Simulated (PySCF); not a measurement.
## SMILES FC(F)(F)C1=CC=CS1, C5H3F3S

Geometry:
```
atom   x (Å)   y (Å)   z (Å)
  F1  -2.266   1.163   1.199
  C2  -1.933   0.269   0.263
  F3  -2.579   0.624  -0.853
  F4  -2.410  -0.918   0.640
  C5  -0.456   0.202   0.062
  C6   0.316  -0.931   0.026
  C7   1.686  -0.639  -0.209
  C8   1.915   0.706  -0.346
  S9   0.478   1.626  -0.192
 H10  -0.094  -1.931   0.169
 H11   2.472  -1.392  -0.271
 H12   2.864   1.211  -0.526
```

Computed, not measured: quadratic response CAM-B3LYP/aug-cc-pVDZ first hyperpolarisability, Taylor convention, gas phase (PySCF). Geometry: PBE0-D3(BJ)/def2-SVP.

Give β for the processes computed.

In au, Taylor convention; the vector part is βᵢ = ⅓ Σⱼ (βᵢⱼⱼ + βⱼᵢⱼ + βⱼⱼᵢ); β∥ is 3/5 of the vector part along the dipole, the dipole points from − to +:
| process | λ (nm) | β vector norm | β∥ | β HRS | depolarisation ratio |
| --- | --- | --- | --- | --- | --- |
| static β(0;0,0) | ∞ | 150.6 | -85.7 | 56.8 | 7.39 |
| second harmonic β(−2ω;ω,ω) | 1907 | 154.3 | -87.8 | 58.4 | 7.18 |
| Pockels β(−ω;ω,0) | 1907 | 151.8 | -86.4 | – | – |
| second harmonic β(−2ω;ω,ω) | 1064 | 162.9 | -92.9 | 62.2 | 6.63 |
| Pockels β(−ω;ω,0) | 1064 | 154.6 | -88.0 | – | – |

Which lowest excitations, dipole and polarisabilities go with it?

S1 5.62 eV (f = 0.111); S2 5.82 eV (f = 0.112); S3 6.43 eV (f = 0.005); dipole 2.95 D; isotropic α 76.8 au static, 77.0 au at 1907 nm, 77.6 au at 1064 nm, 77.7 au at 953.5 nm, 80.1 au at 532 nm.
